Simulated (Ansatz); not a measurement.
Energy difference R1 → 2 P1 + 6 P2, each structure at its B3LYP-D3(BJ)/def2-TZVP stationary point, reached from a drawn start (curvature not checked).
P1: C atom, charge 0, multiplicity 3.
P2: F atom, charge 0, multiplicity 2.
R1: C2F6 (SMILES FC(F)(F)C(F)(F)F), charge 0, multiplicity 1.

P less R. No zero-point or thermal terms; singlets are restricted closed shells; open shells are unrestricted; no spin–orbit coupling.

Correlated levels freeze the cores.

The values were computed with Ansatz (a quantum-chemistry and plane-wave program) with Gaussian orbitals. No computed number here is a measurement.

Total energies in hartree:

| structure | PBE/def2-TZVPP | CCSD(T)/cc-pVTZ |
|---|---|---|
| P1 | -37.795970 | -37.780762 |
| P2 | -99.669123 | -99.620360 |
| R1 | -674.938093 | -674.504675 |

Question: Work out the reaction energy at each level in kJ/mol (1 hartree = 2625.49964 kJ/mol), and say how far PBE/def2-TZVPP lies from CCSD(T)/cc-pVTZ.

Answer: 
- PBE/def2-TZVPP: 6 × (-99.669123) + 2 × (-37.795970) − (-674.938093) = 1.331415 hartree = 3495.6 kJ/mol
- CCSD(T)/cc-pVTZ: 6 × (-99.620360) + 2 × (-37.780762) − (-674.504675) = 1.220991 hartree = 3205.7 kJ/mol
PBE/def2-TZVPP less CCSD(T)/cc-pVTZ: 289.9 kJ/mol. CCSD(T)/cc-pVTZ is the level counted from, the highest shown, and no exact or measured value.
